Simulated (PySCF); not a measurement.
Compound: C2H9GeNOSi.
Structure used (PBE0-D3(BJ)/def2-SVP), in Å, numbered top down from 1:
```xyz
15
C2H9GeNOSi angstrom
C     -2.5196   -0.6145    0.3694
C     -2.2391   -0.0546   -0.9988
O     -3.1010    0.4508   -1.6857
Si    -0.4527   -0.0767   -1.7503
N      0.7367   -0.9239   -0.8118
Ge     1.9845   -0.2176    0.3420
H     -1.8926   -0.1027    1.1185
H     -3.5829   -0.4978    0.6221
H     -2.2325   -1.6784    0.4057
H     -0.5908   -0.6835   -3.1080
H     -0.0452    1.3561   -1.8578
H      0.8170   -1.9249   -0.9641
H      1.4641    1.1679    0.7576
H      2.1050   -1.1451    1.5664
H      3.3683   -0.0795   -0.3262
```

Computed with TDDFT PBE0/def2-SVPD, vertical, gas phase, core orbitals frozen in the response in PySCF. The PBE0/def2-SVPD calculation is non-relativistic and has no spin–orbit coupling, an omission that weighs most on germanium.

Transition dipole moments from the ground state, in atomic units and in the frame of the coordinates above (overall signs are arbitrary), for the states with f of 0.002 or more among the lowest 9:

```csv
state,E (eV),μx,μy,μz
S2,5.242,0.232,-0.033,0.034
S4,5.983,0.380,0.041,-0.259
S5,6.357,-0.099,0.123,-0.231
S6,6.459,-0.201,-0.020,0.075
S7,6.567,-0.591,-0.097,0.158
S8,6.611,-0.161,0.047,-0.008
S9,7.055,-0.166,0.070,-0.075
```

**Question.** What oscillator strength does each state have?

**Answer.** f = (2/3) ΔE |μ|² with ΔE in hartree (27.2114 eV).

| state | \|μ\|² (au) | \|μ\| (D) | f |
| --- | --- | --- | --- |
| S2 | 0.056 | 0.60 | 0.007 |
| S4 | 0.213 | 1.17 | 0.031 |
| S5 | 0.078 | 0.71 | 0.012 |
| S6 | 0.046 | 0.55 | 0.007 |
| S7 | 0.383 | 1.57 | 0.062 |
| S8 | 0.028 | 0.43 | 0.005 |
| S9 | 0.038 | 0.50 | 0.007 |

**Question.** Which bond between heavy atoms lies closest to the direction of the S7 transition dipole?

**Answer.** C2–Si4, at 12° from it; next N5–Ge6 at 57°.

**Question.** What angle do the transition dipoles of S5 and S7 make?

**Answer.** |cos θ| = |μa·μb| / (|μa| |μb|) = 0.06, so θ ≈ 87° (taken between 0 and 90°, since the signs are arbitrary).

**Question.** How is the summed strength of these states shared among x, y and z?

**Answer.** (2/3) Σ ΔE μα² gives 0.101 for x, 0.006 for y and 0.024 for z, 0.131 in all.

**Question.** What peak molar absorption coefficient would the strongest computed level give as a lone Gaussian band 0.5 eV wide at half height?

**Answer.** ε(max) = 2.175×10⁸ f / FWHM, with the width in cm⁻¹. S7: 2.175×10⁸ × 0.0617 / 4033 ≈ 3300 L mol⁻¹ cm⁻¹.

All these states lie below the vertical ionisation energy of 8.40 eV (ΔSCF).

Hardware: one thread, Arm Neoverse V2, on a shared host. Cost: 74 s wall.

One conformer stands for the species.
